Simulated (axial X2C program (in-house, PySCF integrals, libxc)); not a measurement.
**FTeF⁻: properties at the nuclei**

Computed with an axial X2C code built on PySCF integrals: two-component X2C with atomic mean-field Coulomb and Gaunt terms, Gaussian nuclei, basis F dyall-av3z, Te dyall-v3z with contracted cores.

F–Te–F held linear, with bonds 2.103 and 2.103 Å (near the PBE0 minimum at charge -1 of the determinant lowest at the starting distance; the state shown can have its own minimum elsewhere, held linear; other orders of the atoms were not compared).

Determinant lowest in the PBE0 search, Ω = 3/2 (⟨Sz⟩ = 0.50, ⟨Lz⟩ = 1.00 at PBE0), spin on the atoms F 0.01, Te 0.48, F 0.01:

```csv
level,A∥/gI F (MHz),qzz F (a.u.),A∥/gI Te (MHz),qzz Te (a.u.)
PBE0,26.8,1.10,443,12.31
HF,17,1.01,328,14.61
LDA,31.6,1.07,513,11.56
```

Determinant 0.48 eV from it at PBE0 and this distance, Ω = 1/2 (⟨Sz⟩ = -0.49, ⟨Lz⟩ = 0.99 at PBE0), spin on the atoms F -0.01, Te -0.47, F -0.01:

| level | A∥/gI F (MHz) | qzz F (a.u.) | A∥/gI Te (MHz) | qzz Te (a.u.) |
| --- | --- | --- | --- | --- |
| PBE0 | 123 | 1.10 | 4150 | 11.63 |
| HF | 75.8 | 1.03 | 4680 | 13.81 |
| LDA | 164 | 1.06 | 3820 | 10.99 |

A∥ (defined per Ω) follows by multiplying with gI = μI/(I μN); qzz is the electric field gradient, eQq0 = 234.96 MHz × Q/barn × qzz. The operators were transformed with the bare-nucleus X2C matrices; with these basis sets, hyperfine constants and field gradients can be off by tens of per cent, and where levels differ in sign neither size nor sign is settled.

Problem. With gI(19F) = 5.2577, gI(125Te) = -1.7770 (g factors from the IAEA table of nuclear moments by Stone), turn the PBE0 values of the first state into constants in MHz.

Solution. A∥(19F) = 26.8 × 5.2577 = 141 MHz; A∥(125Te) = 443 × -1.7770 = -787 MHz.

The molecule was held linear; bending was not examined, so a bent shape may lie lower.

Each state is one determinant with collinear spin. Unrestricted Hartree–Fock can overshoot spin polarisation at the nuclei. For an anion, determinants above electron detachment, or with a positive highest level, are held by the basis set. The search compared states at one distance, so a state with another bond length can lie lower. PBE0 term energies can be off by some tenths of an eV.
